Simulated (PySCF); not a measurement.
Calculation: TPSSh-D3(BJ)/def2-TZVP // r2SCAN-D4/def2-SVP (PySCF 2.14.0). Gas-phase values, no solvent. 

Reference species: [Zr(F)(Br)3] (neutral, multiplicity 1).

* **dipole moment**: 0.17 D
* **coordination number**: 4

Changed species: [Zr(F)2(Br)2] (2 of 4 F replaced by Br; the reference has 3 of 4 F replaced by Br).

Task: What does the change do to the dipole moment and coordination number?

Result: the dipole moment decreases by 0.09 D, to 0.08 D; the coordination number is nearly the same.
